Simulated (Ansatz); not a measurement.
Reaction (atomization): `SB(S)Br` → B• + Br• + 2 H• + 2 S•

Calculated with Ansatz (gas phase, PBE0-D4/def2-TZVP geometries, no zero-point term in ΔE). CBS: MP2 limit from def2 TZ/QZ plus the TZ coupled-cluster correction, frozen cores. This one scheme is used for every species, atoms too. DFT in def2-TZVPP. HSE06 is defined as in plane-wave codes. No spin–orbit coupling; open shells (•) take unrestricted orbitals. Spin–orbit coupling would lower the free atoms: a little for B, S; clearly for Br. For Br outer-core shells are correlated without core-valence functions, so the limit isn't a true one: a few kJ/mol of doubt a bond, and 10 to 20 or more in all where bonds break to atoms. Scalar relativity is left out up to krypton. One conformer a species, not always the lowest.

Question: What is ΔE at CCSD(T)/CBS? (Best estimate.)

Answer: The calculation gave: +19.90 eV.

Question: What do these levels give: PBE-D4, B97M-V, PBE0-D4, r2SCANh-D4, HSE06-D4, ωB97X-V, PBE, revPBE, BHLYP, HF/def2-QZVPP, MP2/def2-QZVPP, CCSD/CBS(def2)? (An estimate is asked.)

Answer: Computed: PBE-D4 20.55, B97M-V 20.31, PBE0-D4 20.16, r2SCANh-D4 20.12, HSE06-D4 20.18, ωB97X-V 20.02, PBE 20.35, revPBE 19.48, BHLYP 18.90, HF/def2-QZVPP 14.21, MP2/def2-QZVPP 20.25, CCSD/CBS(def2) 19.43 eV.

Largest T1 diagnostic among the species: 0.014.

From PBE to PBE0 (25 % exact exchange), in def2-TZVPP and without D4, ΔE moves by −0.36 eV: exact exchange takes away binding that semilocal exchange gives to molecules. The D4 term adds +0.34 eV with B3LYP and +0.17 eV with PBE0; it sums over pairs of atoms, weighted by their polarisabilities, and B3LYP, whose exchange is more repulsive, gets the larger term. In def2-TZVPP, CCSD(T) changes the Hartree–Fock value by +5.02 eV (the triples alone add +0.47 eV) and MP2 by +5.65 eV; breaking electron pairs costs correlation energy, which Hartree–Fock lacks.

B3LYP here is the variant with VWN-RPA as its local correlation; programs differ in this.

For atomizations the MP2-based limit and the directly extrapolated one differ by several kJ/mol either way, and by 10 to 25 for some Ge, Se and Sn compounds, so smaller differences from it don't rank the levels.
